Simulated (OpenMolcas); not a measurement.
# Lines of Se: computed and rescaled rates

```
Program             : OpenMolcas
Method              : CASSCF
Basis               : ANO-RCC-VTZP [6s5p3d1f]
Scalar Hamiltonian  : DKH2, point nucleus
Active space        : 6 electrons in 4 orbitals (4s 4p)
State averaging     : 2S+1 = 3 even, 3 roots; 2S+1 = 1 even, 6 roots
Spin-orbit coupling : RASSI with atomic mean-field integrals over the reference wave functions, term energies averaged over their components
```

Rates come from the transition moments of the reference wave functions (E1 and E2 in the length form). At fixed line strength A goes as λ^-3 for E1 and M1 and as λ^-5 for E2, so a rate at the computed wavelength can be rescaled to the measured one. Measured vacuum wavelengths follow from level energies in NIST Handbook of Basic Atomic Spectroscopic Data. Branching counts decays inside the model space alone, at computed energies, and the table is only a selection of the E2 and M1 lines, drawn from those between levels with measured partners whose computed energy lies within a factor of 1.5 of the measured one.

| Upper | Lower | Type | λ computed (nm) | λ measured (nm) | A computed (s-1) | A rescaled (s-1) | Branching % |
| --- | --- | --- | --- | --- | --- | --- | --- |
| 4s² 4p⁴ ¹S₀ | 4s² 4p⁴ ³P₁ | M1 | 499.6 | 488.8 | 6.43e+00 |  | 89.5 |
| 4s² 4p⁴ ¹S₀ | 4s² 4p⁴ ¹D₂ | E2 | 997.3 | 777 | 6.96e-01 | 2.42e+00 | 9.7 |
| 4s² 4p⁴ ¹D₂ | 4s² 4p⁴ ³P₂ | M1 | 847.4 | 1044 | 6.81e-01 |  | 81.6 |
| 4s² 4p⁴ ¹D₂ | 4s² 4p⁴ ³P₁ | M1 | 1001 | 1318 | 1.39e-01 |  | 16.7 |
| 4s² 4p⁴ ³P₁ | 4s² 4p⁴ ³P₂ | M1 | 5525 | 5026 | 1.32e-01 | 1.75e-01 | 100.0 |
| 4s² 4p⁴ ¹S₀ | 4s² 4p⁴ ³P₂ | E2 | 458.1 | 445.5 | 5.73e-02 |  | 0.8 |
| 4s² 4p⁴ ¹D₂ | 4s² 4p⁴ ³P₂ | E2 | 847.4 | 1044 | 1.30e-02 |  | 1.6 |
| 4s² 4p⁴ ³P₀ | 4s² 4p⁴ ³P₁ | M1 | 17970 | 18350 | 9.20e-03 | 8.64e-03 | 98.6 |
| 4s² 4p⁴ ³P₀ | 4s² 4p⁴ ³P₂ | E2 | 4226 | 3946 | 1.30e-04 | 1.83e-04 | 1.4 |

Spin-changing lines and M1 lines between different terms are not rescaled, since their strength hangs on the term gaps too.

The largest correction is for 4s² 4p⁴ ¹S₀ → 4s² 4p⁴ ¹D₂ (E2): 6.96e-01 × (997.3 / 777)^5 = 2.42e+00 s-1, a factor of 3.48.

The computed rate and branching of 4s² 4p⁴ ³P₁ → 4s² 4p⁴ ³P₂ give the upper level a radiative lifetime of 1.000 / 1.32e-01 s-1 = 7.58e+00 s, counting decays inside the model space alone. The rescaled rate gives about 5.7e+00 s.

No measured rate stands beside these. Rescaling mends the energy factor alone: line strengths can still be far off where a level mixes with configurations outside the active space, and weak or spin-changing lines hang on small mixing coefficients that depend on the term gaps too, so rescaling need not improve them.

Without dynamic correlation excited terms often stand tens of per cent too high (terms of higher spin than the ground term too low), and those without a measured partner can miss by more than the paired ones. Measured partners are found by configuration, term and J. A level has none where our copy of the source lacks it or the pairing is in doubt (some pairs that miss far off the trend of their configuration count as doubtful). Only configurations of the active space appear.
